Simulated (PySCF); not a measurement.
**Correlation energy of B (boron, neutral)**

[He] 2s1 2p2, high-spin 4P determinant (an excited configuration). Computed with PySCF 2.14 in aug-cc-pV5Z (7s6p5d4f3g2h, 127 functions), with the non-relativistic Hamiltonian (point nucleus). Frozen: 1s2; 3 electrons correlated.

MP2 pair energies summed by pair of shells (mhartree):

```csv
pair,energy,share (%)
2p-2p,-6.91,56.4
2s-2p,-5.34,43.6
```

Total MP2 correlation energy: -12.24 mhartree.

Same-spin part -12.24 and opposite-spin part 0.00 mhartree; SCS-MP2 scales them by 1/3 and 6/5 to -4.08 mhartree.
